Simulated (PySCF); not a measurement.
C₇H₁₁O (doublet state).
Geometry (GFN2-xTB, Å), atoms numbered from 1 in this order:
```xyz
19
C7H11O angstrom
C      2.5138    1.2134    0.5107
O      1.3262    0.6041    0.5841
C      0.7443   -0.0461   -0.4464
C      1.2593   -0.2129   -1.6712
C     -0.6150   -0.5901   -0.0505
C     -0.4650   -1.6105    1.0826
C     -1.4930    0.5511    0.3784
C     -2.5459    0.9722   -0.2952
H      2.8095    1.7121    1.4102
H      3.0568    1.3167   -0.4063
H      0.7084   -0.7459   -2.4212
H      2.2239    0.1603   -1.9611
H     -1.0536   -1.0775   -0.9247
H      0.1320   -2.4568    0.7501
H      0.0260   -1.1522    1.9374
H     -1.4426   -1.9720    1.3925
H     -1.1949    1.0373    1.2974
H     -3.1444    1.8018    0.0414
H     -2.8556    0.5044   -1.2157
```

The hyperfine couplings belong to this conformer and change with its torsions.

As a line formula: `[CH2]OC(=C)[C@@H](C)C=C` [radical].

Method: UKS B3LYP, pcH-1 on C H O, non-relativistic, mean-field spin-orbit, GIAO (PySCF). Geometry: GFN2-xTB, one conformer, isolated molecule. A GFN2-xTB geometry isn't a minimum of the functional, and hyperfine couplings can be far from their values at a DFT geometry.

**Question.** What are Nα, Nβ and the exact ⟨S²⟩?

**Answer.** 61 electrons with 2S = 1: 31 α and 30 β; S(S+1) = 0.75.

Mulliken spin populations, one withheld:

```
atom           bound to  population
  C1        O2, H9, H10           ?
  O2             C1, C3     +0.0742
  C3         O2, C4, C5     -0.0441
  C4       C3, H11, H12     +0.1228
  C5    C3, C6, C7, H13     -0.0013
  C6  C5, H14, H15, H16     -0.0001
  C7        C5, C8, H17     +0.0003
  C8       C7, H18, H19     +0.0018
  H9                 C1     -0.0436
 H10                 C1     -0.0410
 H11                 C4     -0.0049
 H12                 C4     -0.0055
 H13                 C5     -0.0005
 H14                 C6     -0.0001
 H15                 C6     +0.0001
 H16                 C6     +0.0005
 H17                 C7     -0.0001
 H18                 C8     -0.0001
 H19                 C8     -0.0001
```

**Question.** What does C1 hold?

**Answer.** 1 − (0.0583) gives +0.942, since all populations sum to 2S.

**Question.** How is the spin shared among the elements?

**Answer.** Carbon +1.02, oxygen +0.07, hydrogen -0.10. The positive populations sum to 1.14, the negative ones to -0.14.

**Question.** The run gives ⟨S²⟩ = 0.7549. What does that say of the overlap of α and β orbitals, and of the weight of higher spin?

**Answer.** For a single determinant ⟨S²⟩ = S(S+1) + Nβ − Σ|⟨iα|jβ⟩|², so the squared overlaps of occupied orbitals sum to 30 − 0.0049 = 29.9951. If the quartet state (S + 1) were the only admixture, its weight would be 0.0049/(2S + 2) = 0.16 %.

**Question.** What Fermi-contact NMR shifts do the couplings of C3, C4, C5, C8, H11, H12, H13 imply at 298 K (Curie law, g = gₑ)?

**Answer.** δ = a_FC·h·gₑ μB S(S+1)/(3 g_N μN kT), with k/h = 20836.6 MHz/K:

| nuclei | isotope | a_FC (MHz) | g_N | contact shift (ppm) |
| --- | --- | --- | --- | --- |
| C3 | 13C | -6.50 | 1.4048 | -684 |
| C4 | 13C | 7.44 | 1.4048 | +784 |
| C5 | 13C | -0.43 | 1.4048 | -46 |
| C8 | 13C | 0.56 | 1.4048 | +59 |
| H11 | 1H | -7.01 | 5.5857 | -186 |
| H12 | 1H | -7.09 | 5.5857 | -188 |
| H13 | 1H | -0.75 | 5.5857 | -20 |

All at the stated temperature.

H9 and H10 aren't averaged: C1 is flat or nearly so (angle sum 359°), and its turn about the short C1–O2 bond (1.34 Å) is taken as slow.

β density exceeds α density at some nuclei, such as H10 (-0.0138), H9 (-0.0137) and C3 (-0.0058), spin density in bohr⁻³. In a single determinant that takes different orbitals for the two spins, that is spin polarisation.
